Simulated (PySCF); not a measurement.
**Computed structure and properties of [TaH3(C2H4)]+**

System: [TaH3(C2H4)]+ (doublet); start: displaced along the imaginary mode (Cs). Method: PySCF 2.14.0, UKS B3LYP, Ta def2-SVP with ECP60, H def2-SVP, C def2-SVP; non-relativistic Hamiltonian with scalar-relativistic core potentials where named; density fitting; no spin-orbit coupling.

Input of the relaxation:

```python
mol = gto.M(atom='''
Ta     0.00112     0.23937     0.00000
H      0.87811     2.02520     0.00000
H      0.25000     2.15252     0.00000
H     -1.11934     1.61131    -0.00000
C     -0.00940    -1.69825     0.77287
C     -0.00940    -1.69825    -0.77287
H     -0.91193    -2.10479     1.25333
H      0.91880    -2.05792     1.25103
H     -0.91193    -2.10479    -1.25333
H      0.91880    -2.05792    -1.25103''',
    basis={'Ta': 'def2-SVP', 'H': 'def2-SVP', 'C': 'def2-SVP'},
    ecp={'Ta': 'def2-SVP'},
    charge=1, spin=1)
mf = dft.UKS(mol, xc='B3LYP')
mf.grids.atom_grid = (50, 194)
mf = mf.density_fit()  # fitting sets: Ta def2-universal-JKFIT, H def2-universal-JKFIT, C def2-universal-JKFIT
mf.conv_tol = 1e-08; mf.max_cycle = 55
mf.kernel(dm0)  # dm0: converged density of the start geometry
# quasi-Newton relaxation in Cartesian coordinates to a largest gradient under 0.00045 Eh/bohr, steps kept in the point group
```

Run from Python with OMP_NUM_THREADS=2; the lines above give its settings. Where DIIS fails, smearing, a level shift and second-order steps follow.
It took 56 s on 2 threads of Arm Neoverse V1, on a shared host, from the converged density of the start.

Course of the relaxation:

```
step  energy above end (eV)  largest force component within the symmetry (eV/Å)
   0                 0.8949                                               7.864
   1                 0.2896                                               1.992
   2                 0.1695                                               0.559
   3                 0.1060                                               0.497
   4                 0.0774                                               0.818
   5                 0.0450                                               0.883
   6                 0.0159                                               0.513
   7                 0.0057                                               0.180
   8                 0.0036                                               0.112
   9                 0.0012                                               0.133
  10                 0.0003                                               0.076
  11                 0.0001                                               0.029
  12                 0.0000                                               0.017
```

Relaxed geometry (Cs):

```xyz
10

Ta    0.1857    0.2114    0.0000
H     1.0477    2.2411    0.0000
H     0.2794    2.4222    0.0000
H    -1.3252    1.0941    0.0000
C    -0.0104   -1.6829    0.7805
C    -0.0104   -1.6829   -0.7805
H    -0.9532   -1.9914    1.2595
H     0.8722   -2.1568    1.2447
H    -0.9532   -1.9914   -1.2595
H     0.8722   -2.1568   -1.2447
```

```
      contact      Å
   Ta1–H2 (H)  2.205
   Ta1–H3 (H)  2.213
   Ta1–H4 (H)  1.750
Ta1–C5 (C2H4)  2.058
```

Short contacts between ligands at the end: H2···H3 0.79 Å.

On relaxing from the template, bonds within or between ligands changed, so the formula names the start rather than the bonding at the end.

On the finer grid (75, 302):

The HOMO is -11.22 eV, the LUMO is -8.67 eV and the dipole about the centre of mass is 1.58 D. The spin squared is 0.754 and the set of Mulliken populations of Ta1 outside the core potential is s 2.80, p 6.13, d 3.13, f 0.05. The D3(BJ) dispersion energy (not in the energies) is -0.329 eV.

| atom | Mulliken (e) | Löwdin (e) | spin (e) |
| --- | --- | --- | --- |
| Ta1 | 0.89 | 0.59 | 1.02 |
| H2 | 0.07 | 0.10 | 0.01 |
| H3 | 0.14 | 0.12 | 0.03 |
| H4 | -0.12 | -0.06 | -0.03 |
| C5 | -0.27 | -0.06 | -0.03 |
| C6 | -0.27 | -0.06 | -0.03 |
| H7 | 0.15 | 0.09 | 0.01 |
| H8 | 0.14 | 0.09 | 0.01 |
| H9 | 0.15 | 0.09 | 0.01 |
| H10 | 0.14 | 0.09 | 0.01 |

On the grid (50, 194), as all that follows. Harmonic modes: a minimum; lowest 196 cm⁻¹ (negative: unstable), highest 3875 cm⁻¹, zero-point energy 1.933 eV.

Taking off one H (charge -1, singlet; the rest: doublet) in vacuum, both parts rigid, costs 18.53 eV; the small basis without counterpoise inflates it. Most of it is the attraction of opposite charges; other ways to part are cheaper, and one spin state was tried for the rest.

Rigid scan of H along the line from its metal, all other atoms held (where the atom bridges, its other bond changes as well):

| distance to H2 (Å) | energy (eV) |
| --- | --- |
| 1.91 | 0.179 |
| 2.01 | 0.071 |
| 2.11 | 0.017 |
| 2.21 | 0.000 |
| 2.31 | 0.020 |
| 2.41 | 0.089 |
| 2.61 | 0.409 |
| 2.91 | 1.292 |
| 3.31 | 2.728 |
| 3.81 | 4.204 |

Taking off one C2H4 (charge 0, singlet; the rest: doublet) in vacuum, both parts rigid, costs 4.93 eV; the small basis without counterpoise inflates it.

Rigid scan of C2H4 along the line from its metal, all other atoms held (where the atom bridges, its other bond changes as well):

| distance to the ligand's centre (Å) | energy (eV) |
| --- | --- |
| 1.87 | 1.837 |
| 1.97 | 0.697 |
| 2.07 | 0.149 |
| 2.17 | 0.000 |
| 2.27 | 0.109 |
| 2.37 | 0.375 |
| 2.57 | 1.116 |
| 2.87 | 2.104 |
| 3.27 | 3.033 |
| 3.77 | 3.705 |

One start shape was tried, so this needn't be the lowest isomer.

Open shells may have lower solutions than the one found.
